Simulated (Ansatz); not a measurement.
Calculated with Ansatz (gas phase, PBE0-D4/def2-TZVP geometries, no zero-point term in ΔE). CCSD(T)/CBS adds triple-zeta CCSD(T) − MP2 to the extrapolated MP2 energy (def2 sets, frozen cores). This one scheme is used for every species. DFT in def2-TZVPP. B3LYP here is the variant with VWN-RPA as its local correlation; programs differ in this. HSE06 is defined as in plane-wave codes. No spin–orbit coupling; open shells (•) take unrestricted orbitals. Elements past krypton have def2 core potentials. For Sn outer-core shells are correlated without core-valence functions, which leaves a few kJ/mol of doubt a bond.

Reaction (hydrogen abstraction from the Sn–H bond): `C#[C][SnH2][F]` + `[SiH3]`• → `C#[C][SnH][F]`• + SiH₄

| level | ΔE (kcal/mol) | difference from CCSD(T)/CBS |
| --- | --- | --- |
| LDA (SPW92) | -17.8 | -1.9 |
| revPBE-D4 | -18.2 | -2.3 |
| BLYP-D4 | -20.3 | -4.4 |
| r2SCAN-D4 | -17.2 | -1.3 |
| B97M-V | -15.5 | 0.4 |
| PBE0-D4 | -16.5 | -0.6 |
| B3LYP-D4 | -18.9 | -3.0 |
| r2SCANh-D4 | -16.8 | -0.9 |
| HSE06-D4 | -16.7 | -0.8 |
| BHLYP-D4 | -17.6 | -1.7 |
| CAM-B3LYP-D4 | -17.5 | -1.6 |
| ωB97X-V | -16.9 | -1.0 |
| ωB97M-V | -18.6 | -2.7 |
| B2PLYP | -17.9 | -2.0 |
| PBE-QIDH | -15.7 | 0.2 |
| PBE | -18.1 | -2.2 |
| revPBE | -18.2 | -2.3 |
| BLYP | -20.4 | -4.5 |
| r2SCAN | -17.2 | -1.3 |
| PBE0 | -16.6 | -0.7 |
| r2SCAN0 | -16.4 | -0.5 |
| HSE06 | -16.7 | -0.8 |
| BHLYP | -17.7 | -1.8 |
| CAM-B3LYP | -17.5 | -1.6 |
| LC-ωPBE | -14.8 | 1.1 |
| RPA@PBE/def2-TZVPP | -15.2 | 0.7 |
| HF/def2-SVP | -14.6 | 1.3 |
| MP2/def2-SVP | -14.6 | 1.3 |
| CCSD/def2-SVP | -15.1 | 0.8 |
| CCSD(T)/def2-SVP | -15.4 | 0.5 |
| HF/def2-TZVPP | -15.2 | 0.7 |
| SCS-MP2/def2-TZVPP | -15.6 | 0.3 |
| CCSD/def2-TZVPP | -15.4 | 0.5 |
| CCSD(T)/def2-TZVPP | -15.6 | 0.3 |
| HF/def2-QZVPP | -15.3 | 0.6 |
| MP2/def2-QZVPP | -15.3 | 0.6 |
| SCS-MP2/def2-QZVPP | -15.8 | 0.1 |
| HF/CBS(def2) | -15.3 | 0.6 |
| MP2/CBS(def2) | -15.4 | 0.5 |
| CCSD/CBS(def2) | -15.7 | 0.2 |
| CCSD(T)/CBS | -15.9 | 0 |

Largest T1 diagnostic among the species: 0.018.

From BLYP to BHLYP (50 % exact exchange), in def2-TZVPP and without D4, ΔE moves by +2.7 kcal/mol. Leaving LDA and LC-ωPBE aside and taking each functional with its dispersion term where it has one, the values spread over 4.8 kcal/mol, from BLYP-D4 to B97M-V.
